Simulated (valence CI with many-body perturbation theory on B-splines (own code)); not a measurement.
Level structure of Au⁷⁴⁺

Computed by valence CI with perturbative core correlation (CI+MBPT): three valence electrons over a frozen Dirac-Fock core [He], radial functions for each j: 11 s, 11 p, 9 d, 7 f, 5 g, 2 h, 1 i, with the one-electron correlation potential Σ1, the two-electron term Σ2, the three-electron term Σ3, Breit, model QED; selected CI, second order for the rest (own B-spline code, finite nucleus).

No measured spectrum was set against this ion. As an estimate, large intervals hold to a few tenths of a per cent, small ones and those within an open d or f shell to about a per cent.

Levels 91 to 103 of 103, with energies above the lowest level, (2s^2 2p1/2) J=1/2. "Leading %" is the weight of the configuration and term that name the level; weights of strongly mixed levels are sums over their largest components and can fall short. In the jj column 3d3/2^4 stands for four electrons in 3d with j = 3/2. Lifetimes count E1, E2, E3, M1 and M2 decay at the calculated energies, and are blank where another channel may lead or the interval is too uncertain; long ones can be off by a factor of two.

```tsv
No.	Configuration	Term	J	E (eV)	Leading %	Leading jj	Lifetime	g
91	2p²3p	²P°	1/2	15654	87	2p1/2 2p3/2 3p3/2 (99 %)	1.72 fs	0.612
92	2p²3d	²G	7/2	15660	56	2p1/2 2p3/2 3d3/2 (99 %)	11.1 fs	0.989
93	2p²3d	²D	5/2	15678	38	2p1/2 2p3/2 3d3/2 (99 %)	372 as	1.109
94	2p²3d	²D	3/2	15683	47	2p1/2 2p3/2 3d3/2 (100 %)	362 as	1.094
95	2p²3d	²P	1/2	15695	39	2p1/2 2p3/2 3d3/2 (100 %)	342 as	1.574
96	2p²3d	⁴D	7/2	15791	46	2p1/2 2p3/2 3d5/2 (100 %)	12.0 fs	1.289
97	2p²3d	²G	9/2	15809	65	2p1/2 2p3/2 3d5/2 (100 %)	32.2 fs	1.158
98	2p²3d	²P	3/2	15811	41	2p1/2 2p3/2 3d5/2 (100 %)	624 as	1.304
99	2p²3d	²F	5/2	15813	44	2p1/2 2p3/2 3d5/2 (100 %)	510 as	1.120
100	2p²3d	²D	5/2	15831	56	2p1/2 2p3/2 3d5/2 (99 %)	328 as	1.252
101	2p²3d	²F	7/2	15838	71	2p1/2 2p3/2 3d5/2 (99 %)	302 as	1.121
102	2p²3d	²D	3/2	15848	57	2p1/2 2p3/2 3d5/2 (100 %)	446 as	0.956
103	2p²3d	²P	1/2	15854	56	2p1/2 2p3/2 3d5/2 (100 %)	427 as	1.232
```
